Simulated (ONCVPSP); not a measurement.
## Configuration tests for Cs (Z = 55) (ONCV)

Cs, optimised norm-conserving Vanderbilt (ONCV), made with ONCVPSP 4.0.1 (PBE, scalar-relativistic). Core [Kr] 4d10, reference 5s2 5p6 6s1. Waves: 5s+6s: rc 2.40 bohr, ncon 4, nbas 7, qcut 4.5 1/bohr, 2 projectors; 5p: rc 2.10 bohr, ncon 3, nbas 7, qcut 3.7 1/bohr, 3 projectors, debl 1 Ha; d scattering state at 0.14 Ha: rc 2.45 bohr, ncon 4, nbas 8, qcut 3.9 1/bohr, 2 projectors, debl 0.6 Ha. Local part: polynomial inside 1.95 bohr (lpopt 4, dvloc0 2 Ha). Core correction: none.

In the d channel the program set the typed energies aside and used 0.050, 0.650 Ha.

Energies are relative to the spin-unpolarised reference configuration 5s2 5p6 6s1; without spin polarisation the order of configurations can differ from experiment.

```json
{"valence configuration": "5s2 5p6 6s0", "charge": "+1", "ΔE all-electron (eV)": "3.863", "error AE − PS (meV)": "-0.1"}
{"valence configuration": "5s2 5p6 6s0.5", "charge": "+0.5", "ΔE all-electron (eV)": "1.471", "error AE − PS (meV)": "-0.1"}
{"valence configuration": "5s2 5p6 6s0 6p1", "charge": "0", "ΔE all-electron (eV)": "1.371", "error AE − PS (meV)": "0.0"}
{"valence configuration": "5s1 5p6 6s1", "charge": "+1", "ΔE all-electron (eV)": "31.683", "error AE − PS (meV)": "-27"}
```

Levels in the configuration 5s2 5p6 6s0.5:

```tsv
level	all-electron (eV)	pseudo (eV)
5s	-29.160	-29.160
5p	-15.928	-15.925
6s	-3.834	-3.834
```
